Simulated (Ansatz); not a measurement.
Cost and result for the atomization energy of `CC(C)[O][Sn][F]` (13 atoms, 12 bonds).

Cartesian coordinates in Å:
```
C -0.319 -0.212 1.328
C 0.592 -0.409 0.130
C 0.870 0.895 -0.596
O 0.064 -1.379 -0.755
Sn -1.570 -1.490 -1.825
F -2.365 0.228 -1.325
H 0.142 0.458 2.058
H -1.270 0.227 1.012
H -0.514 -1.168 1.818
H 1.548 -0.820 0.484
H -0.066 1.346 -0.935
H 1.513 0.718 -1.460
H 1.374 1.605 0.065
```

Total charge 0; spin multiplicity 1. Correlated methods include outer-core shells of Sn, which these sets cover unevenly. Sn: def2 effective core potential. The structure was optimised at the PBE0-D4/def2-TZVP level. It is one conformer, not always the lowest. Program: Ansatz. All runs use 2 threads of an AMD EPYC 7R13 on a shared host and a share of an NVIDIA H100 80 GB. Times are those of one run each, without the atoms' runs, and a repeat can differ threefold. Electronic energies, without spin–orbit coupling; frozen cores. CCSD(T)/CBS adds CCSD(T) − MP2 in def2-TZVPP to the MP2 limit, and its time is that of the two runs behind it. T1 = 0.016. With those shells the extrapolation isn't a true limit. B3LYP takes the VWN-RPA correlation (the form of Gaussian; ORCA's B3LYP/G).

CCSD(T)/CBS is a level of theory with its own doubt, some kJ/mol a heavy atom from the limit and from the frozen cores, so smaller differences don't rank the functionals.

```json
{"level": "ωB97M-V/def2-TZVPP (with forces)", "functions": "303", "atomization (kJ/mol)": "5031.8", "difference from CCSD(T)/CBS": "-16.9", "per bond": "-1.4"}
{"level": "MP2/def2-QZVPP", "functions": "577", "atomization (kJ/mol)": "5082.8", "difference from CCSD(T)/CBS": "34.1", "per bond": "2.8"}
{"level": "PBE-D4/def2-TZVPP (with forces)", "functions": "303", "atomization (kJ/mol)": "5147.6", "difference from CCSD(T)/CBS": "98.9", "per bond": "8.2"}
{"level": "B2PLYP/def2-TZVPP", "functions": "303", "atomization (kJ/mol)": "4977.8", "difference from CCSD(T)/CBS": "-70.9", "per bond": "-5.9"}
{"level": "r2SCAN-D4/def2-TZVPP (with forces)", "functions": "303", "atomization (kJ/mol)": "5040.8", "difference from CCSD(T)/CBS": "-7.9", "per bond": "-0.7"}
{"level": "CCSD(T)/CBS(def2)", "functions": "–", "atomization (kJ/mol)": "5048.7", "difference from CCSD(T)/CBS": "0.0", "per bond": "0.0"}
{"level": "PBE0-D4/def2-TZVPP", "functions": "303", "atomization (kJ/mol)": "5029.1", "difference from CCSD(T)/CBS": "-19.6", "per bond": "-1.6"}
{"level": "B3LYP-D4/def2-TZVPP (with forces)", "functions": "303", "atomization (kJ/mol)": "5029.5", "difference from CCSD(T)/CBS": "-19.2", "per bond": "-1.6"}
{"level": "CCSD(T)/def2-TZVPP", "functions": "303", "atomization (kJ/mol)": "4905.4", "difference from CCSD(T)/CBS": "-143.3", "per bond": "-11.9"}
{"level": "ωB97X-V/def2-TZVPP", "functions": "303", "atomization (kJ/mol)": "5041.4", "difference from CCSD(T)/CBS": "-7.3", "per bond": "-0.6"}
```

Q: Order the runs by time, with rough figures. (An estimate is asked.)

A: The calculation gave: r2SCAN-D4/def2-TZVPP (with forces) 5.5 s; PBE-D4/def2-TZVPP (with forces) 6 s; PBE0-D4/def2-TZVPP 8 s; ωB97X-V/def2-TZVPP 11 s; B2PLYP/def2-TZVPP 11 s; ωB97M-V/def2-TZVPP (with forces) 12 s; B3LYP-D4/def2-TZVPP (with forces) 12 s; MP2/def2-QZVPP 13 s; CCSD(T)/def2-TZVPP 13 s; CCSD(T)/CBS(def2) 26 s.

The D4 term adds +50.0 kJ/mol with B3LYP and +26.5 kJ/mol with PBE0; it sums over pairs of atoms, weighted by their polarisabilities, and B3LYP, whose exchange is more repulsive, gets the larger term. From PBE to PBE0 (25 % exact exchange), in def2-TZVPP and without D4, the atomization energy moves by −113.9 kJ/mol: exact exchange takes away binding that semilocal exchange gives to molecules. In def2-TZVPP, CCSD(T) changes the Hartree–Fock value by +1281.5 kJ/mol (the triples alone add +81.4 kJ/mol) and MP2 by +1372.7 kJ/mol; breaking electron pairs costs correlation energy, which Hartree–Fock lacks.

Spin–orbit coupling would lower the free Sn atoms strongly, and the atomization energy with them, by more than many differences here. For some Ge, Se and Sn compounds the MP2-based and the directly extrapolated limit differ by 10 to 25 kJ/mol.
